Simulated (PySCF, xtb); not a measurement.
SbCl5, SMILES [Cl][Sb]([Cl])([Cl])([Cl])[Cl].

GFN2-xTB run with xtb at its own geometry gives an orbital gap of 3.29 eV and a dipole moment of 0.00 D.

Coordinates come from a PBE0-D3(BJ)/def2-SVP optimisation. The isomer is the one that the SMILES or the coordinates give; other isomers of the formula were not compared. The def2 effective core potentials stand for the cores of Sb; spin–orbit coupling is left out.

Question: What does HF/def2-TZVP in PySCF give? (Estimate from the structure and the level; the computed values follow.)

Answer: gap 11.40 eV (levels -12.63 and -1.23 eV), dipole 0.00 D.
